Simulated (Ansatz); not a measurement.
Mulliken charges of BGeH5O (`[BH2][GeH2][OH]`) from r2SCAN/def2-TZVPP in Ansatz (PBE0-D4/def2-TZVP geometry).

```json
{"atom": "B1", "x (Å)": "-1.134", "y (Å)": "0.675", "z (Å)": "-0.808", "charge (e)": "-0.052"}
{"atom": "Ge2", "x (Å)": "0.537", "y (Å)": "0.067", "z (Å)": "0.210", "charge (e)": "0.352"}
{"atom": "O3", "x (Å)": "0.279", "y (Å)": "-1.622", "z (Å)": "0.747", "charge (e)": "-0.452"}
{"atom": "H4", "x (Å)": "-2.065", "y (Å)": "-0.053", "z (Å)": "-0.966", "charge (e)": "0.040"}
{"atom": "H5", "x (Å)": "-1.180", "y (Å)": "1.782", "z (Å)": "-1.256", "charge (e)": "0.023"}
{"atom": "H6", "x (Å)": "0.818", "y (Å)": "0.946", "z (Å)": "1.454", "charge (e)": "-0.046"}
{"atom": "H7", "x (Å)": "1.810", "y (Å)": "0.119", "z (Å)": "-0.672", "charge (e)": "-0.047"}
{"atom": "H8", "x (Å)": "1.028", "y (Å)": "-1.971", "z (Å)": "1.234", "charge (e)": "0.182"}
```

Task: By hand: the dipole of these point charges (1 e Å = 4.8032 D).

Result: Σ q r = (0.077, 0.353, -0.100) e Å, of length 0.375 e Å = 1.80 D.

Task: How does the dipole of the full density compare? (Best estimate.)

Result: Ansatz gave: (0.156, 0.159, 0.011) e Å, 1.07 D; the point charges give 1.68 times that, at 37° from its direction.

Point charges leave out the atoms' own dipoles, such as those of lone pairs, and Mulliken's split depends on the basis, so the two needn't agree.
